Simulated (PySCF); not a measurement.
# Ionising AlSn

PBE0; Al cc-pV(D+d)Z, Sn cc-pVDZ-PP with ECP28; scalar-relativistic core potentials (PySCF 2.14). Neutral (UKS): quartet (σ ↑, π ↑↑), Re = 2.662 Å, ωe = 267 cm⁻¹, De = 2.23 eV, HOMO -5.37 eV, LUMO -2.66 eV.

AlSn⁺ (UKS): triplet (σ ↑, π ↑), Re = 3.005 Å, ωe = 163 cm⁻¹, De = 1.30 eV to Al⁺ + Sn. The energies at the minima are -456.58090 hartree for AlSn and -456.32291 for AlSn⁺.

Task: Work out the adiabatic ionisation energy, without and with harmonic zero-point energies (1 hartree = 27.2114 eV, 1 eV = 8065.5 cm⁻¹), and the change of the bond length.

Result: At PBE0: 0.25799 hartree = 7.020 eV between the minima; the zero-point term (163.0 − 267.0)/2 cm⁻¹ = -0.006 eV makes it 7.014 eV. Re changes by +34.3 pm against the neutral. The electron leaves a π orbital, and the longer bond of the ion fits a bonding orbital, or a change in how ionic the bond is.

These are scalar-relativistic numbers at best; spin–orbit coupling would shift them, the dissociation energy most. For an ion De counts to the pair picked by the measured ionisation energies or electron affinities, which need not be the lowest pair at this level. States were picked by a PBE0 search and need not be the measured ground states.
